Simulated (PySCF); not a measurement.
# C₆ coefficients of unlike pairs at revPBE

Calculated with PySCF 2.14 from the dipole response of each species, C₆(A,B) = (3/π) ∫ α_A(iu) α_B(iu) du, in atomic units, from isotropic polarisabilities. For ions this is the dispersion term alone; charge-induced terms of lower order in 1/R come first.

```
species                configuration                                                                                              basis      relativity  α (bohr³)  C₆ (like pair)
     Tl  [Xe] 4f14 5d10 6s2 6p1 (2P)  aug-cc-pVQZ-PP with one added diffuse shell each of s, p, d, f, g type with ECP60MDF (8s8p6d4f3g)  core potential      88.47           918.4
     Tc            [Kr] 4d5 5s2 (6S)                     x2c-TZVPPall with one added diffuse shell each of s, p, d, f type (9s7p7d3f1g)   spin-free X2C      89.41            1016
   Co³⁺                [Ar] 3d6 (5D)                                                                           def2-TZVPPD (6s6p4d2f1g)            none      1.584           3.592
```

Problem. Estimate C₆ for Co³⁺ with Tl.

Solution. The integral gives 38.12. The combination rule 2 C_A C_B / (C_A α_B/α_A + C_B α_A/α_B) gives 30.39 and the geometric mean 57.44.

No spin-orbit coupling is included.

The other pairs:

| pair | C₆ |
| --- | --- |
| Tc, Tl | 964.5 |
| Co³⁺, Tc | 38.60 |
